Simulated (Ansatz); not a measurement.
A first, cheap relaxation of C₃H₆BCl, SMILES `C[C@@H]1B[C@H]1Cl`.

```yaml
crystal:
  periodic: [false, false, false]
  atoms:
    - {symbol: C, position_ang: [-1.011300, 0.429800, -0.811400]}
    - {symbol: C, position_ang: [0.359100, 0.250300, -0.313700]}
    - {symbol: B, position_ang: [0.634100, -1.263500, 0.135900]}
    - {symbol: C, position_ang: [0.567500, 0.017000, 1.130000]}
    - {symbol: Cl, position_ang: [2.049600, 0.508400, 1.819800]}
    - {symbol: H, position_ang: [-1.316600, 1.566000, -0.728400]}
    - {symbol: H, position_ang: [-1.786300, -0.119400, -0.258400]}
    - {symbol: H, position_ang: [-1.072900, 0.210500, -1.902400]}
    - {symbol: H, position_ang: [1.209700, 0.774800, -0.788900]}
    - {symbol: H, position_ang: [0.867200, -2.407800, -0.040800]}
    - {symbol: H, position_ang: [-0.434800, -0.023100, 1.779000]}
basis:
  gaussian: {orbitals: def2-SVP}
hamiltonian: {xc: pbe, dispersion: d4}
relax: {f_tol: 0.03, max_steps: 200}
```

```sh
$ ansatz run in.yaml --threads 4 --pin off --events-out ev --progress --plain --max-ram 10444MiB
```

It prints (some lines left out):

```
Functional definition: PBE
mean field -16387.83685672 eV, -602.2418964098 hartree, gradient 2.3e-5 eV, S^2 0.000000; 0 other end points of the search recorded, 0 dependent functions left out
relax step   1: F+E_penalty+E_count = -16388.06242147 eV  Δ(F+E_penalty+E_count) = +0.000e0 eV  max|allowed force component| = 3.219e0 eV/Å  Δτ_max = 0.0000 Å  (29 SCF iters, accepted)
mean field -16388.33463712 eV, -602.2601895020 hartree, gradient 1.0e-5 eV, S^2 0.000000; 0 other end points of the search recorded, 0 dependent functions left out
relax step   2: F+E_penalty+E_count = -16388.55791164 eV  Δ(F+E_penalty+E_count) = -4.955e-1 eV  max|allowed force component| = 1.732e0 eV/Å  Δτ_max = 0.0947 Å  (30 SCF iters, accepted)
mean field -16388.46071548 eV, -602.2648227961 hartree, gradient 7.1e-6 eV, S^2 0.000000; 0 other end points of the search recorded, 0 dependent functions left out
relax step   3: F+E_penalty+E_count = -16388.68213745 eV  Δ(F+E_penalty+E_count) = -1.242e-1 eV  max|allowed force component| = 3.715e-1 eV/Å  Δτ_max = 0.0809 Å  (30 SCF iters, accepted)
mean field -16388.47486848 eV, -602.2653429092 hartree, gradient 2.4e-5 eV, S^2 0.000000; 0 other end points of the search recorded, 0 dependent functions left out
relax step   4: F+E_penalty+E_count = -16388.69584301 eV  Δ(F+E_penalty+E_count) = -1.371e-2 eV  max|allowed force component| = 1.004e-1 eV/Å  Δτ_max = 0.0407 Å  (30 SCF iters, accepted)
mean field -16388.48038407 eV, -602.2655456036 hartree, gradient 2.4e-5 eV, S^2 0.000000; 0 other end points of the search recorded, 0 dependent functions left out
relax step   5: F+E_penalty+E_count = -16388.70142778 eV  Δ(F+E_penalty+E_count) = -5.585e-3 eV  max|allowed force component| = 1.437e-1 eV/Å  Δτ_max = 0.0579 Å  (30 SCF iters, accepted)
mean field -16388.48369940 eV, -602.2656674398 hartree, gradient 2.4e-5 eV, S^2 0.000000; 0 other end points of the search recorded, 0 dependent functions left out
relax step   6: F+E_penalty+E_count = -16388.70448089 eV  Δ(F+E_penalty+E_count) = -3.053e-3 eV  max|allowed force component| = 8.511e-2 eV/Å  Δτ_max = 0.0926 Å  (29 SCF iters, accepted)
mean field -16388.48489473 eV, -602.2657113671 hartree, gradient 2.4e-5 eV, S^2 0.000000; 0 other end points of the search recorded, 0 dependent functions left out
relax step   7: F+E_penalty+E_count = -16388.70577516 eV  Δ(F+E_penalty+E_count) = -1.294e-3 eV  max|allowed force component| = 9.025e-2 eV/Å  Δτ_max = 0.0215 Å  (31 SCF iters, accepted)
mean field -16388.48674381 eV, -602.2657793197 hartree, gradient 2.4e-5 eV, S^2 0.000000; 0 other end points of the search recorded, 0 dependent functions left out
relax step   8: F+E_penalty+E_count = -16388.70745851 eV  Δ(F+E_penalty+E_count) = -1.683e-3 eV  max|allowed force component| = 9.342e-2 eV/Å  Δτ_max = 0.0250 Å  (30 SCF iters, accepted)
mean field -16388.49080789 eV, -602.2659286721 hartree, gradient 1.9e-5 eV, S^2 0.000000; 0 other end points of the search recorded, 0 dependent functions left out
relax step   9: F+E_penalty+E_count = -16388.71025592 eV  Δ(F+E_penalty+E_count) = -2.797e-3 eV  max|allowed force component| = 3.017e-1 eV/Å  Δτ_max = 0.1430 Å  (28 SCF iters, accepted)
mean field -16388.49461078 eV, -602.2660684254 hartree, gradient 2.1e-5 eV, S^2 0.000000; 0 other end points of the search recorded, 0 dependent functions left out
relax step  10: F+E_penalty+E_count = -16388.71416538 eV  Δ(F+E_penalty+E_count) = -3.909e-3 eV  max|allowed force component| = 1.628e-1 eV/Å  Δτ_max = 0.0427 Å  (30 SCF iters, accepted)
mean field -16388.49736103 eV, -602.2661694952 hartree, gradient 1.1e-5 eV, S^2 0.000000; 0 other end points of the search recorded, 0 dependent functions left out
relax step  11: F+E_penalty+E_count = -16388.71597080 eV  Δ(F+E_penalty+E_count) = -1.805e-3 eV  max|allowed force component| = 2.455e-1 eV/Å  Δτ_max = 0.0905 Å  (29 SCF iters, accepted)
mean field -16388.50195082 eV, -602.2663381670 hartree, gradient 2.1e-5 eV, S^2 0.000000; 0 other end points of the search recorded, 0 dependent functions left out
relax step  12: F+E_penalty+E_count = -16388.72063692 eV  Δ(F+E_penalty+E_count) = -4.666e-3 eV  max|allowed force component| = 9.201e-2 eV/Å  Δτ_max = 0.0351 Å  (30 SCF iters, accepted)
mean field -16388.50241778 eV, -602.2663553274 hartree, gradient 2.1e-5 eV, S^2 0.000000; 0 other end points of the search recorded, 0 dependent functions left out
relax step  13: F+E_penalty+E_count = -16388.72110158 eV  Δ(F+E_penalty+E_count) = -4.647e-4 eV  max|allowed force component| = 6.041e-2 eV/Å  Δτ_max = 0.0080 Å  (31 SCF iters, accepted)
mean field -16388.50255326 eV, -602.2663603061 hartree, gradient 2.1e-5 eV, S^2 0.000000; 0 other end points of the search recorded, 0 dependent functions left out
relax step  14: F+E_penalty+E_count = -16388.72132781 eV  Δ(F+E_penalty+E_count) = -2.262e-4 eV  max|allowed force component| = 2.556e-2 eV/Å  Δτ_max = 0.0099 Å  (31 SCF iters, accepted)
mean field -16388.50255325 eV, -602.2663603061 hartree, gradient 2.7e-5 eV, S^2 0.000000; 1 other end points of the search recorded, 0 dependent functions left out
Total energy: -16388.72136277 eV, -602.2744014074 hartree
Atom 0 at    -1.079347     0.587093    -0.834030 Å, force    -0.001577     0.000533    -0.010125 eV/Å
Atom 1 at     0.241869     0.026797    -0.347974 Å, force    -0.011670     0.002717     0.006082 eV/Å
Atom 2 at     0.765168    -1.322346     0.185806 Å, force     0.002814     0.002837    -0.000650 eV/Å
Atom 3 at     0.549829    -0.145385     1.145507 Å, force     0.025563     0.014953     0.015938 eV/Å
Atom 4 at     1.854709     0.750354     1.987606 Å, force    -0.010827    -0.011464    -0.006521 eV/Å
Atom 5 at    -1.109005     1.693162    -0.750176 Å, force     0.001810     0.002078    -0.000226 eV/Å
Atom 6 at    -1.922631     0.181449    -0.239570 Å, force    -0.001013    -0.003299     0.004134 eV/Å
Atom 7 at    -1.260150     0.318890    -1.894829 Å, force    -0.001933     0.000560    -0.003008 eV/Å
Atom 8 at     1.117359     0.400688    -0.933058 Å, force     0.002462     0.000195    -0.002643 eV/Å
Atom 9 at     1.277644    -2.384141    -0.058276 Å, force     0.003808    -0.010448    -0.003479 eV/Å
Atom 10 at    -0.370143    -0.163562     1.759694 Å, force    -0.009438     0.001338     0.000498 eV/Å
Dipole moment:    -0.313511    -0.074185    -0.274377 e Å
```

Hardware: 4 threads of an Arm Neoverse V1 on a shared host. Wall time 16 s, peak host memory 0.14 GiB.
